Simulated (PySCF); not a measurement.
# J couplings in C8H4F3N

Geometry:
| atom | x (Å) | y (Å) | z (Å) |
| --- | --- | --- | --- |
| N1 | 2.375 | 0.722 | 2.007 |
| C2 | 1.707 | 0.578 | 1.072 |
| C3 | 0.905 | 0.422 | -0.120 |
| C4 | 0.204 | 1.655 | -0.693 |
| C5 | -1.014 | 1.105 | -0.668 |
| C6 | -0.532 | -0.218 | -0.095 |
| C7 | -1.159 | -0.716 | 1.182 |
| F8 | -2.386 | -1.188 | 0.924 |
| F9 | -0.452 | -1.702 | 1.729 |
| F10 | -1.277 | 0.256 | 2.083 |
| C11 | 0.025 | -1.241 | -1.073 |
| C12 | 1.249 | -0.704 | -1.097 |
| H13 | 0.612 | 2.608 | -1.035 |
| H14 | -2.005 | 1.425 | -0.994 |
| H15 | -0.456 | -2.069 | -1.596 |
| H16 | 2.175 | -0.917 | -1.635 |

Method: B3LYP/pcJ-1 (spin–dipole term only in couplings to heteroatoms)//PBE0-D3(BJ)/def2-SVP, PySCF; isolated molecule, single conformer, non-relativistic. Couplings are averaged over pairs made equivalent by symmetry, fast rotation or ring inversion, so a value needn't be that of the named pair in this geometry, while other rotamers aren't included; one pair stands for each set, and the list holds those of at least 0.8 Hz over up to four bonds, among pairs with at least one F or H atom (others weren't computed). One-bond C–F couplings come out tens of Hz too large with common functionals.

Isotopes: 13C, 19F, 1H.

```json
{"pair": "C4, H13", "bonds": "1", "J (Hz)": "196.9"}
{"pair": "C5, H14", "bonds": "1", "J (Hz)": "194.8"}
{"pair": "C7, F8", "bonds": "1", "J (Hz)": "-341.3"}
{"pair": "C3, H13", "bonds": "2", "J (Hz)": "?"}
{"pair": "C4, H14", "bonds": "2", "J (Hz)": "4.7"}
{"pair": "C5, H13", "bonds": "2", "J (Hz)": "5.1"}
{"pair": "C6, F8", "bonds": "2", "J (Hz)": "36.6"}
{"pair": "C6, H14", "bonds": "2", "J (Hz)": "4.9"}
{"pair": "F8, F9", "bonds": "2", "J (Hz)": "?"}
{"pair": "C3, F8", "bonds": "3", "J (Hz)": "2.8"}
{"pair": "C3, H14", "bonds": "3", "J (Hz)": "?"}
{"pair": "C5, F8", "bonds": "3", "J (Hz)": "2.1"}
{"pair": "C6, H13", "bonds": "3", "J (Hz)": "12.0"}
{"pair": "H13, H14", "bonds": "3", "J (Hz)": "?"}
{"pair": "C2, H14", "bonds": "4", "J (Hz)": "0.9"}
{"pair": "C7, H13", "bonds": "4", "J (Hz)": "?"}
```

**Question.** Estimate the withheld couplings, with signs.

**Answer.** 
- 2J(C3,H13) = 5.0 Hz (angle at C4 130°)
- 2J(F8,F9) = 64.2 Hz (mean over equivalent pairs that range from 51.6 to 70.6 Hz in this conformer)
- 3J(C3,H14) = 14.7 Hz
- 3J(H13,H14) = 3.2 Hz (dihedral angle 1°)
- 4J(C7,H13) = 0.9 Hz
